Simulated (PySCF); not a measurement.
# Unknowns

PySCF 2.14.0 with density-fitted response routines calculation with GFN2-xTB geometry and GIAO PBE0/pcSseg-1 shieldings; rapidly exchanging positions averaged, no solvent model, one computed conformer, no relativistic terms.

Referencing at the same level of theory: 1H (σref 31.72) and 13C (σref 186.93) vs TMS. Splittings of carbon signals by F and P are missing where no couplings were computed. Where no couplings were computed, multiplicities follow the n + 1 count of equivalent neighbours, and m marks all less simple cases (inequivalent or close neighbours, rings, F or P nearby). Shifts are as computed. Against solution values, carbons near 30 ppm lie about +3 ppm off and those near 130 ppm about +5 ppm; carbons on Cl a further +6 ppm. Of 1211 compounds with measured shifts, 218 miss one by over three times the rms of a fit or turn the order of signals round; such compounds aren't used in these exercises. Carbons bonded to Cl come out too deshielded.

**Question.** C5H7FNP. 1H NMR (300 MHz, computed): δ 2.93 (s, 6H), 2.70 (m, 1H). 13C{1H} NMR (computed): δ 215.7 (C), 105.0 (CH), 82.8 (C), 37.8 (CH3). Give a structure.

**Answer.** `C#C/P=C(\F)N(C)C`. 4 carbon signals for 5 carbons: some carbons are equivalent by symmetry or fast rotation. Carbon types of the structure: 2 × C, 1 × CH, 2 × CH3, which accounts for all hydrogens. δC 215.7: carbon double-bonded to a heavier main-group atom. δC 105.0: terminal alkyne carbon; the triple bond shields along its axis, which puts it between sp3 and sp2 carbons. δC 82.8: alkyne carbon; the triple bond shields along its axis, which puts it between sp3 and sp2 carbons. δH 2.70: hydrogen on a terminal alkyne carbon; it lies on the axis of the triple bond, in its shielding cone.

This is the structure that produced the data.

**Question.** C7H9ClO2. 1H NMR (300 MHz, computed): δ 7.46 (m, 1H), 5.15 (m, 1H), 4.56 (m, 1H), 3.50 (s, 3H), 3.32 (m, 1H), 2.96 (m, 1H), 1.56 (m, 1H). 13C{1H} NMR (computed): δ 186.0 (C), 146.5 (CH), 113.5 (CH2), 84.4 (CH), 61.1 (CH3), 42.0 (C), 33.7 (CH2). Identify the compound.

**Answer.** SMILES C=C[C@@]1(C(=O)Cl)C[C@@H]1OC. The formula gives 3 degrees of unsaturation (1 ring in the answer). 7 carbon signals for 7 carbons: no two carbons are equivalent. Carbon types of the structure: 2 × C, 2 × CH, 2 × CH2, 1 × CH3, which accounts for all hydrogens. δC 146.5: alkene CH; the olefinic region. δC 113.5: terminal =CH2 carbon; the olefinic region. δC 84.4, 42.0, 33.7: three-membered-ring carbon. δC 61.1: methyl carbon bonded to O; the inductive effect lowers its shielding.

This is the structure that produced the data.
